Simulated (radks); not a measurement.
Task: Spherical quantum dot in the effective-mass picture: electrons in a parabolic well V = omega^2 r^2 / 2 with omega = 0.107, with a point charge +2 (a donor) at the centre, all in effective atomic units (hartree* = m*/eps^2 hartree, bohr* = eps/m* bohr), one dielectric constant everywhere. Calculated with a radial shooting solver with Libxc functionals: non-relativistic Kohn-Sham, exchange-only LDA, spin-polarised, spherical densities. Levels are named by radial order and angular momentum (1s, 1p, 1d, 2s, ...), and open shells are averaged over m. At N = 6 the configuration is 1s2 1p(up 3, down 0) 2s(up 1, down 0). Does electron 7 go into 1p down or 1d up or 2s down?

Result: Into 2s down. The total energies of the other choices lie higher by 0.0182 hartree* (1d up), 0.0296 hartree* (1p down).
